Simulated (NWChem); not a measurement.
C2H7Si, doublet; SMILES [SiH](C)C

```xyz
10

C      0.4752    -0.0077     1.5649
Si    -0.5718     0.1113     0.0000
C      0.4752    -0.0077    -1.5649
H      1.0203    -0.9668     1.5989
H     -0.1528     0.0576     2.4664
H      1.2167     0.8051     1.6077
H     -1.6305    -0.9544     0.0000
H      1.0203    -0.9668    -1.5989
H     -0.1528     0.0576    -2.4664
H      1.2167     0.8051    -1.6077
```
Atoms are numbered in this order, from 1.

Level: PBE0/def2-SVP, spin-unrestricted (NWChem), optimised geometry, unscaled harmonic frequencies. In the optimisation the excess spin sits in a' (Cs, its own frame).

```tsv
frequency (cm⁻¹)	IR intensity (km/mol)
143	0.0
156	0.0
201	0.3
497	6.7
604	5.3
647	5.1
681	2.1
737	27.3
852	69.6
861	50.0
894	106.2
1250	20.7
1257	6.9
1420	0.9
1422	5.6
1428	6.9
1434	11.3
2181	143.5
3046	4.7
3046	4.1
3146	4.3
3146	0.5
3168	3.0
3169	1.1
```

| Property | Value |
|---|---|
| zero-point energy | 50.6 kcal/mol |
| thermal correction to the enthalpy at 298.15 K (with zero-point energy) | 54.7 kcal/mol |
| heat capacity Cv | 18.8 cal/(mol K) |
| entropy at 298.15 K and 1 atm (symmetry number 1, electronic part: spin degeneracy alone) | 73.6 cal/(mol K) |
| dipole moment | 0.85 D |

Rigid rotor and harmonic oscillator.
